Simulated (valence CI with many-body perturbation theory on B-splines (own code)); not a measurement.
The numbers below are computed, except where a source is named.
## Sb¹²⁺: what the settings do

Level of theory: valence CI with perturbative core correlation (CI+MBPT): three valence electrons over a frozen Dirac-Fock core [Kr], radial functions for each j: 6 s, 6 p, 5 d, 5 f, 1 g, with the one-electron correlation potential Σ1, the two-electron term Σ2, the three-electron term Σ3, Breit, model QED; selected CI, second order for the rest, scaled by the run's own slope (own B-spline code, finite nucleus).

No measured levels were compared; by estimate terms of the open shell hold to 2 to 4 % of their energy, and close levels can change places. The list stops below the first excitations out of the core. Only levels of the ground parity were solved; by the run's estimate the other parity begins above the list, which can be wrong where configurations are misplaced.

The reference run has the lowest level 4d³ ⁴F_3/2 and an ionisation energy of 265.717 eV. Its largest variational space holds 3497 state functions.

Names give the largest LS component (configuration and term), which can be under half, so a name can repeat, a term be missing and a line seem to break the LS rules; names also repeat where a configuration has a term twice. Letters in brackets count levels of one name in rising energy.

Changed runs:
A. Breit term on → off; QED terms on → off; three-electron term on → off
B. highest l in the core sums 6 → 7; averaging of valence orbitals over low configurations on → off
C. correlating orbitals by l 3 3 3 3 1 → 1 3 3 4 1
D. Davidson tolerance 2e-05 → 0.03 (bad on purpose)

Excitation energies of the reference run in cm⁻¹, and shifts in cm⁻¹:

| Level | Reference | A | B | C | D |
| --- | --- | --- | --- | --- | --- |
| 4d³ ⁴F_5/2 | 6865 | +224 | +3.0 | -0.3 | -0.1 |
| 4d³ ⁴F_7/2 | 13403 | +454 | +2.1 | +0.5 | +0.3 |
| 4d³ ⁴F_9/2 | 18803 | +651 | -1.3 | +2.9 | +1.0 |
| 4d³ ⁴P_3/2 | 23797 | +224 | -32 | -1.4 | -4.5 |
| 4d³ ⁴P_1/2 | 26157 | +343 | -25 | -3.7 | -1.9 |
| 4d³ ²G_7/2 | 33048 | +963 | -17 | +13 | -4.5 |
| 4d³ ²H_9/2 | 34037 | +802 | -12 | +14 | +4.6 |
| 4d³ ⁴P_5/2 | 35419 | +759 | -20 | -5.2 | +4.6 |
| 4d³ ²D_3/2 [a] | 40980 | +956 | -36 | +1.5 | -4.5 |
| 4d³ ²P_1/2 | 43736 | +412 | -56 | +3.0 | -0.5 |
| 4d³ ²H_11/2 | 46328 | +1021 | -15 | +18 | -4.5 |
| 4d³ ²D_5/2 [a] | 50827 | +1550 | -39 | +6.0 | -4.5 |
| Ionisation energy (eV) | 265.717 | +0.029 | -0.015 | +0.00017 | -0.00056 |
